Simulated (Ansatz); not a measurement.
Harmonic frequencies (cm⁻¹) at PBE0-D4/def2-TZVP from Ansatz: 206, 222, 348, 415, 456, 533, 560, 642, 672, 721, 772, 943, 965, 1060, 1167, 1274, 1373, 2252, 2271, 3596, 3774.

Each molecule was computed in one conformer, which needn't be the lowest.

(1) Which molecule is it?
A. `C=N[SiH](O)F`
B. `OC1(F)N[SiH2]1`
C. `FC1N[SiH2]O1`
D. `O[SiH2]/N=C/F`

Answers

(1) B.
